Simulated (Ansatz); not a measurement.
`COB(F)Cl` + silanol → `COB(F)O[SiH3]` + HCl  (ligand exchange at a B–Cl bond)

Computed with Ansatz on PBE0-D4/def2-TZVP structures; ΔE is electronic, products minus reactants. CBS: MP2 limit from def2 TZ/QZ plus the TZ coupled-cluster correction, frozen cores. This one scheme is used for every species. DFT in def2-TZVPP. B3LYP here is the variant with VWN-RPA as its local correlation; programs differ in this. HSE06 is defined as in plane-wave codes. One conformer a species, not always the lowest.

```tsv
level	ΔE (kJ/mol)	difference from CCSD(T)/CBS
LDA (SPW92)	-42.6	6.5
PBE-D4	-37.6	11.5
revPBE-D4	-36.7	12.4
BLYP-D4	-45.5	3.6
r2SCAN-D4	-44.8	4.3
B97M-V	-46.3	2.8
PBE0-D4	-43.3	5.8
r2SCANh-D4	-46.2	2.9
r2SCAN0-D4	-48.3	0.8
HSE06-D4	-43.1	6.0
BHLYP-D4	-56.6	-7.5
CAM-B3LYP-D4	-53.6	-4.5
ωB97X-V	-47.0	2.1
ωB97M-V	-47.1	2.0
B2PLYP	-47.5	1.6
PBE-QIDH	-45.5	3.6
PBE	-35.7	13.4
revPBE	-33.3	15.8
BLYP	-42.5	6.6
r2SCAN	-43.9	5.2
B3LYP	-47.3	1.8
r2SCANh	-45.3	3.8
r2SCAN0	-47.2	1.9
HSE06	-41.4	7.7
BHLYP	-54.4	-5.3
CAM-B3LYP	-51.7	-2.6
RPA@PBE/def2-TZVPP	-51.5	-2.4
HF/def2-SVP	-67.3	-18.2
MP2/def2-SVP	-53.9	-4.8
CCSD/def2-SVP	-59.8	-10.7
CCSD(T)/def2-SVP	-58.4	-9.3
HF/def2-TZVPP	-62.1	-13.0
MP2/def2-TZVPP	-45.0	4.1
SCS-MP2/def2-TZVPP	-48.6	0.5
CCSD/def2-TZVPP	-53.8	-4.7
HF/def2-QZVPP	-63.0	-13.9
MP2/def2-QZVPP	-44.2	4.9
SCS-MP2/def2-QZVPP	-47.9	1.2
MP2/CBS(def2)	-43.1	6.0
CCSD/CBS(def2)	-51.9	-2.8
CCSD(T)/CBS	-49.1	0
```

Largest T1 diagnostic among the species: 0.012.

From r2SCAN to r2SCAN0 (25 % exact exchange), in def2-TZVPP and without D4, ΔE moves by −3.4 kJ/mol. At CCSD(T), def2-SVP lies −9.3 kJ/mol from the extrapolated value and def2-TZVPP −1.9 kJ/mol.
